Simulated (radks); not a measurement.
Spin polarisation of the 5d2 shell in Hf2+. Start: [Xe] 4f14 5d(up 1, down 1); electrons of 5d are moved from spin down to spin up, other shells keep equal spins. Method: scalar-relativistic Kohn-Sham, PBEsol, spin-polarised, spherical densities, finite nucleus; Fermi nuclear charge, rms radius of each element as measured or else 0.836 A^(1/3) + 0.57 fm; computed with a radial shooting solver on a logarithmic mesh with Libxc functionals.

moment (Bohr magnetons)  E - E(0) (eV)  e(5d up) (eV)  e(5d down) (eV)  4f down minus up (eV)  5p down minus up (eV)
0                                0.000        -16.694          -16.694                 0.000                 0.000
0.5                             -0.049        -16.882          -16.490                  0.046                  0.266
1                               -0.196        -17.055          -16.270                  0.092                  0.533
1.5                             -0.441        -17.212          -16.034                  0.138                  0.802
2                               -0.787        -17.354          -15.743                  0.184                  1.074

At moment 2 the spin-polarisation energy is -0.787 eV and the 5d exchange splitting 1.611 eV, that is 0.806 eV per Bohr magneton; E = -I m^2/4 would give I = 0.787 eV.
